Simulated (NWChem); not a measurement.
# Correlation energy of Br (+1)

```
Br
```
Charge +1, spin multiplicity 3.

All runs are NWChem calculations.

Basis set: def2-QZVP. Each correlation energy counts from its own Hartree-Fock reference.

The Hamiltonian is non-relativistic. The correlated methods keep 9 core orbitals frozen. No SCF solution was tested for a lower state. Open-shell Hartree-Fock references start from PBE0 orbitals. Coupled-cluster values serve here as a point of comparison, not as the truth.

Problem. For the correlation energy, UMP2 gives -281.7 mHa and SCS-UMP2 gives -261.8 mHa. What do CCSD on UHF, CCSD[T] on UHF, CCSD(T) on UHF give?

Solution. CCSD on UHF: -288.4 mHa; CCSD[T] on UHF: -295.6 mHa; CCSD(T) on UHF: -295.3 mHa.
